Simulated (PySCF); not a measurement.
Isomers of C6H8O2, mass 112.052 u with the commonest isotopes. The calculation used PBE0/def2-SVPD in PySCF (dipole) on a GFN2-xTB geometry, gas phase. One conformer each, none proved a minimum here; rigid rotors.

Task: Order these by rotational constant A, largest first.
A. `[O:1]=[C:2]([OH:3])[C:4]1=[CH:5][CH2:6][CH2:7][CH2:8]1` with O1–C2–O3–H 0°, O1–C2–C4–C5 -179°, C4–C5–C6–C7 13°, C5–C6–C7–C8 -20°, C6–C7–C8–C4 20°, C2–C4–C8–C7 168° (1-cyclopentenecarboxylic acid)
B. `[O:1]=[C:2]1[CH:3]=[CH:4][C@H:5]([OH:6])[CH2:7][CH2:8]1` with C4–C5–O6–H -178°, O1–C2–C3–C4 179°, C3–C4–C5–O6 151°, C4–C5–C7–C8 -54°, C5–C7–C8–C2 57°
C. `[CH2:1]=[CH:2][CH2:3][C:4](=[O:5])[O:6][CH:7]=[CH2:8]` with C1–C2–C3–C4 -124°, C2–C3–C4–O5 -12°, C3–C4–O6–C7 180°, C4–O6–C7–C8 -178°
D. `[CH2:1]=[CH:2][O:3][C:4](=[O:5])/[CH:6]=[CH:7]/[CH3:8]` with C1–C2–O3–C4 180°, C2–O3–C4–O5 0°, O3–C4–C6–C7 180°
E. `[CH3:1][O:2]/[CH:3]=[C:4]1[CH:5]=[C:6]/1[O:7][CH3:8]` with C1–O2–C3–C4 0°, C5–C6–O7–C8 1°
F. `[CH2:1]=[C:2](/[CH:3]=[CH:4]/[CH3:5])[C:6](=[O:7])[OH:8]` with C1–C2–C3–C4 -175°, C1–C2–C6–O7 -150°, C2–C6–O8–H -179°

Result: D (7391 MHz), C (7177 MHz), B (4774 MHz), A (4591 MHz), E (4130 MHz), F (3730 MHz).

Task: Order these by rotational constant C, largest first.
A. `[CH2:1]=[CH:2][CH2:3][C:4](=[O:5])[O:6][CH:7]=[CH2:8]` with C1–C2–C3–C4 -124°, C2–C3–C4–O5 -12°, C3–C4–O6–C7 180°, C4–O6–C7–C8 -178°
B. `[CH2:1]=[CH:2][O:3][C:4](=[O:5])/[CH:6]=[CH:7]/[CH3:8]` with C1–C2–O3–C4 180°, C2–O3–C4–O5 0°, O3–C4–C6–C7 180°
C. `[CH3:1][O:2][C:3](=[O:4])[CH:5]=[C:6]1[CH2:7][CH2:8]1` with C1–O2–C3–O4 0°, O2–C3–C5–C6 180°
D. `[OH:1][CH2:2][C:3]1=[CH:4][CH2:5][CH:6]=[CH:7][O:8]1` with H–O1–C2–C3 -51°, O1–C2–C3–C4 -119°
E. `[CH3:1][CH2:2][C:3]1=[CH:4][O:5][CH:6]=[CH:7][O:8]1` with C1–C2–C3–C4 106°
F. `[O:1]=[C:2]([OH:3])[C:4]1=[CH:5][CH2:6][CH2:7][CH2:8]1` with O1–C2–O3–H 0°, O1–C2–C4–C5 -179°, C4–C5–C6–C7 13°, C5–C6–C7–C8 -20°, C6–C7–C8–C4 20°, C2–C4–C8–C7 168° (1-cyclopentenecarboxylic acid)
G. `[CH3:1][O:2]/[CH:3]=[C:4]1[CH:5]=[C:6]/1[O:7][CH3:8]` with C1–O2–C3–C4 0°, C5–C6–O7–C8 1°
H. `[CH2:1]=[C:2](/[CH:3]=[CH:4]/[CH3:5])[C:6](=[O:7])[OH:8]` with C1–C2–C3–C4 -175°, C1–C2–C6–O7 -150°, C2–C6–O8–H -179°

Result: E (1256 MHz), D (1209 MHz), F (1140 MHz), H (1009 MHz), G (978.4 MHz), C (914.9 MHz), A (848.4 MHz), B (789.3 MHz).

Task: Order these by rotational constant B, largest first.
A. `[CH3:1][O:2]/[CH:3]=[C:4]1[CH:5]=[C:6]/1[O:7][CH3:8]` with C1–O2–C3–C4 0°, C5–C6–O7–C8 1°
B. `[O:1]=[C:2]([OH:3])[C:4]1=[CH:5][CH2:6][CH2:7][CH2:8]1` with O1–C2–O3–H 0°, O1–C2–C4–C5 -179°, C4–C5–C6–C7 13°, C5–C6–C7–C8 -20°, C6–C7–C8–C4 20°, C2–C4–C8–C7 168°
C. `[CH2:1]=[CH:2][CH2:3][C:4](=[O:5])[O:6][CH:7]=[CH2:8]` with C1–C2–C3–C4 -124°, C2–C3–C4–O5 -12°, C3–C4–O6–C7 180°, C4–O6–C7–C8 -178°
D. `[CH2:1]=[CH:2][O:3][C:4](=[O:5])/[CH:6]=[CH:7]/[CH3:8]` with C1–C2–O3–C4 180°, C2–O3–C4–O5 0°, O3–C4–C6–C7 180°
E. `[OH:1][CH2:2][C:3]1=[CH:4][CH2:5][CH:6]=[CH:7][O:8]1` with H–O1–C2–C3 -51°, O1–C2–C3–C4 -119°
F. `[CH3:1][O:2][C:3](=[O:4])[CH:5]=[C:6]1[CH2:7][CH2:8]1` with C1–O2–C3–O4 0°, O2–C3–C5–C6 180°
G. `[CH2:1]=[C:2](/[CH:3]=[CH:4]/[CH3:5])[C:6](=[O:7])[OH:8]` with C1–C2–C3–C4 -175°, C1–C2–C6–O7 -150°, C2–C6–O8–H -179°

Result: E (1511 MHz), B (1466 MHz), G (1310 MHz), A (1262 MHz), F (1027 MHz), C (917.7 MHz), D (879.0 MHz).

```json
{"SMILES": "C=C(/C=C/C)C(=O)O", "point group": "C1", "Ia (u·Å²)": "135.51", "Ib (u·Å²)": "385.67", "Ic (u·Å²)": "500.93", "κ": "-0.78", "μa (D)": "0.15", "μb (D)": "1.16", "μc (D)": "0.63"}
{"SMILES": "C=CCC(=O)OC=C", "point group": "C1", "Ia (u·Å²)": "70.42", "Ib (u·Å²)": "550.71", "Ic (u·Å²)": "595.66", "κ": "-0.98", "μa (D)": "0.18", "μb (D)": "1.72", "μc (D)": "0.32"}
{"SMILES": "COC(=O)C=C1CC1", "point group": "Cs", "Ia (u·Å²)": "70.26", "Ib (u·Å²)": "491.89", "Ic (u·Å²)": "552.40", "κ": "-0.96", "μa (D)": "0.68", "μb (D)": "1.30", "μc (D)": "0.01"}
{"SMILES": "O=C(O)C1=CCCC1", "point group": "C1", "Ia (u·Å²)": "110.08", "Ib (u·Å²)": "344.69", "Ic (u·Å²)": "443.33", "κ": "-0.81", "μa (D)": "1.75", "μb (D)": "1.78", "μc (D)": "0.01"}
{"SMILES": "OCC1=CCC=CO1", "point group": "C1", "Ia (u·Å²)": "111.15", "Ib (u·Å²)": "334.44", "Ic (u·Å²)": "417.91", "κ": "-0.82", "μa (D)": "1.99", "μb (D)": "0.09", "μc (D)": "0.68"}
{"SMILES": "C=COC(=O)/C=C/C", "point group": "Cs", "Ia (u·Å²)": "68.38", "Ib (u·Å²)": "574.97", "Ic (u·Å²)": "640.25", "κ": "-0.97", "μa (D)": "1.51", "μb (D)": "1.72", "μc (D)": "0.00"}
{"SMILES": "CO/C=C1C=C/1OC", "point group": "near Cs", "Ia (u·Å²)": "122.37", "Ib (u·Å²)": "400.56", "Ic (u·Å²)": "516.54", "κ": "-0.82", "μa (D)": "4.44", "μb (D)": "0.09", "μc (D)": "0.01"}
{"SMILES": "O=C1C=C[C@H](O)CC1", "point group": "C1", "Ia (u·Å²)": "105.87", "Ib (u·Å²)": "339.16", "Ic (u·Å²)": "425.17", "κ": "-0.83", "μa (D)": "3.25", "μb (D)": "1.51", "μc (D)": "1.02"}
{"SMILES": "CCC1=COC=CO1", "point group": "C1", "Ia (u·Å²)": "111.62", "Ib (u·Å²)": "328.87", "Ic (u·Å²)": "402.25", "κ": "-0.83", "μa (D)": "0.59", "μb (D)": "0.09", "μc (D)": "0.06"}
```
